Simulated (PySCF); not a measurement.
`CC1=CC(=O)C(=O)C=C1`, C7H6O2

Geometry:
| atom | x (Å) | y (Å) | z (Å) |
| --- | --- | --- | --- |
| C1 | -2.509 | -0.605 | -0.186 |
| C2 | -1.024 | -0.450 | -0.100 |
| C3 | -0.186 | -1.504 | 0.046 |
| C4 | 1.269 | -1.331 | 0.126 |
| O5 | 2.038 | -2.256 | 0.250 |
| C6 | 1.820 | 0.116 | 0.044 |
| O7 | 3.009 | 0.314 | 0.110 |
| C8 | 0.831 | 1.196 | -0.117 |
| C9 | -0.485 | 0.915 | -0.183 |
| H10 | -2.814 | -1.660 | -0.106 |
| H11 | -3.008 | -0.035 | 0.620 |
| H12 | -2.889 | -0.202 | -1.143 |
| H13 | -0.557 | -2.532 | 0.111 |
| H14 | 1.217 | 2.217 | -0.179 |
| H15 | -1.208 | 1.731 | -0.304 |

Level of theory: PySCF, UKS PBE0/def2-SV(P) four-point reorganisation energy, gas phase. Geometry: PBE0/def2-SV(P).

(1) What is the inner reorganisation energy for hole transfer, with the ionisation energy?

(2) What is the inner reorganisation energy for electron transfer, with the electron affinity?

Results:

(1) λ = 0.154 (surface of the oxidised species) + 0.162 (surface of the starting species) = 0.316 eV. The ionisation energy is 9.42 eV vertical and 9.27 eV adiabatic without zero-point energy; at the relaxed geometry of the oxidised species the two energies differ by 9.11 eV. Largest bond changes: C2–C3 1.354 → 1.413 Å, C9–C2 1.470 → 1.431 Å, C8–C9 1.348 → 1.380 Å, C1–C2 1.496 → 1.479 Å, C4–C6 1.551 → 1.534 Å. ⟨S²⟩ of the relaxed oxidised species 0.787.

(2) λ = 0.225 (surface of the reduced species) + 0.220 (surface of the starting species) = 0.445 eV. The electron affinity is 1.53 eV vertical and 1.75 eV adiabatic without zero-point energy; at the relaxed geometry of the reduced species the two energies differ by 1.97 eV. Largest bond changes: C9–C2 1.470 → 1.424 Å, C4–C6 1.551 → 1.510 Å, C6–O7 1.208 → 1.245 Å, C4–O5 1.209 → 1.244 Å, C8–C9 1.348 → 1.380 Å. ⟨S²⟩ of the relaxed reduced species 0.765.

The highest occupied orbital of the reduced species is unbound in this basis, so its energies are rough.
